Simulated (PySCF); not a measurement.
CH10Ge2N2.
SMILES with atom numbers: `[CH3:1][NH:2][GeH2:3][NH:4][GeH3:5]` (hydrogens: H6, H7, H8 on C1; H9 on N2; H10, H11 on Ge3; H12 on N4; H13, H14, H15 on Ge5)

Theory: PBE0-D3(BJ)/def2-SVP geometry optimisation, gas phase (PySCF).

**Question.** List the bond lengths, angles and torsions at this level.

**Answer.** 
| bond | length (Å) |
| --- | --- |
| C1–N2 | 1.444 |
| N2–Ge3 | 1.828 |
| Ge3–N4 | 1.823 |
| N4–Ge5 | 1.837 |
| C1–H6, C1–H7, C1–H8 | 1.104 |
| N2–H9 | 1.014 |
| Ge3–H10, Ge3–H11 | 1.547 |
| N4–H12 | 1.014 |
| Ge5–H13, Ge5–H14, Ge5–H15 | 1.542 |

Bonds in one row agree within 0.01 Å and their mean is given. A selection of angles:
| angle | degrees |
| --- | --- |
| N2–C1–H6 | 111.1 |
| N2–C1–H7 | 109.5 |
| N2–C1–H8 | 114.6 |
| H6–C1–H7 | 106.5 |
| H6–C1–H8 | 107.6 |
| C1–N2–Ge3 | 121.7 |
| C1–N2–H9 | 113.7 |
| Ge3–N2–H9 | 115.7 |
| N2–Ge3–N4 | 102.7 |
| N2–Ge3–H10 | 116.0 |
| N2–Ge3–H11 | 105.0 |
| N4–Ge3–H10 | 107.5 |
| N4–Ge3–H11 | 115.1 |
| H10–Ge3–H11 | 110.7 |
| Ge3–N4–Ge5 | 123.0 |
| Ge3–N4–H12 | 119.3 |
| Ge5–N4–H12 | 117.0 |
| N4–Ge5–H13 | 110.9 |
| N4–Ge5–H14 | 106.2 |
| H13–Ge5–H14 | 109.8 |

Torsions: C1–N2–Ge3–N4 -71° (synclinal); N2–Ge3–N4–Ge5 -35° (synclinal). The mirror-image conformer, all signs reversed, is as good.

Ge5 (germanium bonded to N and 3 H) is tetrahedral (angles from 106.2° to 111.7°). N4 (nitrogen bonded to 2 Ge and H) is almost planar (angles 123.0°, 119.3° and 117.0°, sum 359.3°, 0.07 Å off the plane of its three neighbours). Ge3 (germanium bonded to 2 N and 2 H) is distorted tetrahedral (angles from 102.7° to 116.0°). N2 (nitrogen bonded to C, Ge and H) has angles 121.7°, 115.7° and 113.7°, sum 351.1°, 0.24 Å off the plane of its three neighbours.

Point group: C1 (no symmetry element, even within 0.4 Å). PBE0-D3(BJ)/def2-SVP frequencies: not computed here. One conformer, not necessarily the lowest.
